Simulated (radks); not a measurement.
The numbers below are computed, except where a source is named.
Species: the tellurium ion Te38+. Configuration: [Ne] 3s2 3p2.

Code: a radial shooting solver on a logarithmic mesh with Libxc functionals. Model: Dirac Kohn-Sham, exchange-only PBE, spin-unpolarised, spherical densities, finite nucleus; open shells fill j = l - 1/2 first; Fermi nuclear charge, rms radius 4.7423 fm.

Energy parts (Ry):
part                    energy
total             -11108.29077
kinetic            11879.03518
electron-nucleus  -24242.10456
Hartree             1456.81906
exchange            -202.04046

Orbitals (lengths in bohr, moments of r in powers of bohr; r(max) is where P^2 peaks):
[
 {"orbital": "1s1/2", "occ.": "2", "eigenvalue (Ry)": "-2491.511", "r(max)": "0.01793", "<1/r>": "55.59", "small-component weight": "3.66e-02"},
 {"orbital": "2s1/2", "occ.": "2", "eigenvalue (Ry)": "-516.8983", "r(max)": "0.1008", "<1/r>": "13.14", "small-component weight": "8.03e-03"},
 {"orbital": "2p1/2", "occ.": "2", "eigenvalue (Ry)": "-496.5423", "r(max)": "0.07735", "<1/r>": "13.08", "small-component weight": "8.01e-03"},
 {"orbital": "2p3/2", "occ.": "4", "eigenvalue (Ry)": "-475.7716", "r(max)": "0.08195", "<1/r>": "12.12", "small-component weight": "7.64e-03"},
 {"orbital": "3s1/2", "occ.": "2", "eigenvalue (Ry)": "-203.0896", "r(max)": "0.2721", "<1/r>": "5.286", "small-component weight": "3.02e-03"},
 {"orbital": "3p1/2", "occ.": "2", "eigenvalue (Ry)": "-195.8167", "r(max)": "0.2562", "<1/r>": "5.224", "small-component weight": "2.97e-03"},
 {"orbital": "3p3/2", "occ.": "0", "eigenvalue (Ry)": "-190.6227", "r(max)": "0.2644", "<1/r>": "4.974", "small-component weight": "2.88e-03"}
]

The highest occupied level is 3p1/2 at -2664.2 eV. Summed over all electrons, <r^2> = 0.4713 bohr^2, which gives a Langevin (diamagnetic) susceptibility term of -0.373 x 10^-6 cm^3/mol.
